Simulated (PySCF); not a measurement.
CH4ClFOSi, SMILES F[Si@@H](Cl)CO. Atoms are numbered in the order given.

```xyz
9

O     -2.1677     0.9976     0.2803
C     -1.6062    -0.2041    -0.2433
Si     0.1654    -0.4225     0.3849
F      0.7303    -1.9069    -0.0150
Cl     1.4095     0.9971    -0.4576
H     -2.2908     0.8727     1.2395
H     -1.5908    -0.1064    -1.3495
H     -2.2176    -1.1143    -0.0219
H      0.2288    -0.2821     1.8756
```

Coordinates come from a PBE-D3(BJ)/def2-SVP optimisation. The structure was generated by enumeration; whether it is a known compound was not checked. One conformer was computed; it need not be the lowest.

Level of theory: CAM-B3LYP/def2-TZVP run with PySCF.

ESP charges are fitted to the potential on shells at 1.4 to 2.0 van der Waals radii. Atomic charges (e):

```tsv
atom	IAO	ESP fit	Mulliken	Löwdin
O1	-0.55	-0.59	___	-0.05
C2	-0.35	0.00	-0.17	-0.48
Si3	1.25	0.37	___	-0.09
F4	-0.54	-0.24	___	-0.02
Cl5	-0.31	-0.13	___	0.23
H6	0.35	0.41	0.31	0.18
H7	0.17	0.13	0.14	0.14
H8	0.14	0.07	0.12	0.13
H9	-0.16	-0.03	-0.05	-0.04
```

Task: Fill in the missing entries. (An estimate is asked for; the answer gives what the named calculation found.)

Result: 
- O1, Mulliken: -0.44
- Si3, Mulliken: 0.63
- F4, Mulliken: -0.33
- Cl5, Mulliken: -0.22

Computed Mayer and Wiberg (Löwdin basis) orders of the bonds:
```tsv
bond	Mayer	Wiberg
O1–C2	0.97	1.58
C2–Si3	0.98	1.14
Si3–F4	1.08	1.67
Si3–Cl5	1.19	1.82
O1–H6	0.90	1.02
C2–H7	0.94	0.88
C2–H8	0.93	0.88
Si3–H9	0.95	0.92
```
